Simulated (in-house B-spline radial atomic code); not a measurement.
Zn VIII (Zn7+): [Ar] 3d5

Level of theory: Dirac-Kohn-Sham B97-1, spherical fractional occupations, exact exchange averaged over the configuration, Fermi nucleus of rms radius 3.9283 fm; calculated with an all-electron radial atomic-structure program (B-spline basis).

Screening seen three ways: the hydrogenic charge with the same mean radius, Z_r = [3n² - l(l+1)]/(2<r>), the one with the same energy, Z_e = n√(-2ε), and Slater's rules. Values are occupation-weighted means over j.

| shell | electrons | ε (eV) | <r> (bohr) | Z_r | Z_e | Slater |
| --- | --- | --- | --- | --- | --- | --- |
| 1s | 2 | -9727.7 | 0.05031 | 29.82 | 26.74 | 29.70 |
| 2s | 2 | -1338.4 | 0.2256 | 26.59 | 19.84 | 25.85 |
| 2p | 6 | -1180.9 | 0.1981 | 25.24 | 18.63 | 25.85 |
| 3s | 2 | -284.6 | 0.6495 | 20.79 | 13.72 | 18.75 |
| 3p | 6 | -235.88 | 0.6631 | 18.85 | 12.49 | 18.75 |
| 3d | 5 | -158.6 | 0.6726 | 15.61 | 10.24 | 10.60 |

The least bound orbital is 3d5/2 at -158.4 eV, and it is also the most diffuse (<r> = 0.6737 bohr).

Spin-orbit splittings of the orbital energies (j = l + 1/2 above j = l - 1/2 when positive): 2p 23.91 eV, 3p 3.567 eV, 3d 0.5409 eV.

For the 1s electron the small component carries 1.17 % of the norm, the zero-frequency Breit interaction raises the level by 13.23 eV, self-energy by 6.733 eV, and vacuum polarisation lowers it by 0.6241 eV.
